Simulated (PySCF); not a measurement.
C₃H₃, doublet, geometry from GFN2-xTB; BLYP/3-21G run with PySCF.

Here is a job for PySCF.
```python
from pyscf import gto, scf, dft

mol = gto.Mole()
mol.atom = '''
    C     0.00115726    0.01003220    0.11038988
    C     0.01388675    0.12038277    1.32463807
    C    -0.01295680   -0.11232118   -1.23593195
    H     0.02483153    0.21526197    2.36864642
    H     0.90225786   -0.24555186   -1.78366465
    H    -0.93961264   -0.07827287   -1.77955781
'''
mol.basis = '3-21g'
mol.spin = 1
mol.verbose = 4
mol.build()

mf = dft.UKS(mol)
mf.xc = 'blyp'
mf.kernel()
```

The log (banner, timings and long lists left out):

```
PySCF version 2.14.0

[INPUT] verbose = 4
[INPUT] num. atoms = 6
[INPUT] num. electrons = 21
[INPUT] charge = 0
[INPUT] spin (= nelec alpha-beta = 2S) = 1
[INPUT] symmetry False subgroup None
[INPUT] Mole.unit = angstrom
[INPUT] Symbol           X                Y                Z      unit          X                Y                Z       unit  Magmom
[INPUT]  1 C      0.001157260000   0.010032200000   0.110389880000 AA    0.002186904455   0.018958110427   0.208606640124 Bohr   0.0
[INPUT]  2 C      0.013886750000   0.120382770000   1.324638070000 AA    0.026242154260   0.227490465417   2.503203166472 Bohr   0.0
[INPUT]  3 C     -0.012956800000  -0.112321180000  -1.235931950000 AA   -0.024484803451  -0.212256268188  -2.335572894100 Bohr   0.0
[INPUT]  4 H      0.024831530000   0.215261970000   2.368646420000 AA    0.046924790954   0.406786168334   4.476093019732 Bohr   0.0
[INPUT]  5 H      0.902257860000  -0.245551860000  -1.783664650000 AA    1.705020249136  -0.464025764778  -3.370637686568 Bohr   0.0
[INPUT]  6 H     -0.939612640000  -0.078272870000  -1.779557810000 AA   -1.775610552780  -0.147914287284  -3.362876883731 Bohr   0.0

nuclear repulsion = 53.8286223922922
number of shells = 21
number of NR pGTOs = 54
number of NR cGTOs = 33
basis = 3-21g
ecp = {}

******** <class 'pyscf.dft.uks.UKS'> ********
method = UKS
initial guess = minao
damping factor = 0
level_shift factor = 0
DIIS = <class 'pyscf.scf.diis.CDIIS'>
diis_start_cycle = 1
diis_space = 8
diis_damp = 0
SCF conv_tol = 1e-09
SCF conv_tol_grad = None
SCF max_cycles = 50
direct_scf = True
direct_scf_tol = 1e-13
number electrons alpha = 11  beta = 10
XC library pyscf.dft.libxc version 7.1.2
    S. Lehtola, C. Steigemann, M. J. T. Oliveira, and M. A. L. Marques,  SoftwareX 7, 1–5 (2018)
XC functionals = blyp
    A. D. Becke,  Phys. Rev. A 38, 3098 (1988)
    C. Lee, W. Yang, and R. G. Parr,  Phys. Rev. B 37, 785 (1988)
    B. Miehlich, A. Savin, H. Stoll, and H. Preuss,  Chem. Phys. Lett. 157, 200 (1989)
radial grids:
    Treutler-Ahlrichs [JCP 102, 346 (1995); DOI:10.1063/1.469408] (M4) radial grids

becke partition: Becke, JCP 88, 2547 (1988); DOI:10.1063/1.454033
pruning grids: <function nwchem_prune>
grids dens level: 3
symmetrized grids: False
atomic radii adjust function: <function treutler_atomic_radii_adjust>
small_rho_cutoff = 0
Set gradient conv threshold to 3.16228e-05
tot grids = 71784
init E= -115.503491570361

cycle= 1 E= -115.28629960599  delta_E= 0.217  |g|= 0.203  |ddm|= 2.05
cycle= 2 E= -115.286366636101  delta_E= -6.7e-05  |g|= 0.209  |ddm|= 0.512
cycle= 3 E= -115.310602103591  delta_E= -0.0242  |g|= 0.0379  |ddm|= 0.283
cycle= 4 E= -115.311041281885  delta_E= -0.000439  |g|= 0.0241  |ddm|= 0.0536
cycle= 5 E= -115.311286247015  delta_E= -0.000245  |g|= 0.0131  |ddm|= 0.032
cycle= 6 E= -115.311399692676  delta_E= -0.000113  |g|= 0.002  |ddm|= 0.0144
cycle= 7 E= -115.311405352437  delta_E= -5.66e-06  |g|= 0.000632  |ddm|= 0.00619
cycle= 8 E= -115.31140593986  delta_E= -5.87e-07  |g|= 0.000195  |ddm|= 0.0019
cycle= 9 E= -115.311405983993  delta_E= -4.41e-08  |g|= 3.49e-05  |ddm|= 0.000474
cycle= 10 E= -115.31140598589  delta_E= -1.9e-09  |g|= 3.83e-06  |ddm|= 0.000124
cycle= 11 E= -115.311405985907  delta_E= -1.72e-11  |g|= 1.17e-06  |ddm|= 1.11e-05
Extra cycle  E= -115.311405985905  delta_E= 1.76e-12  |g|= 2.28e-06  |ddm|= 3.97e-06
converged SCF energy = -115.311405985905  <S^2> = 0.76054089  2S+1 = 2.0105133
```
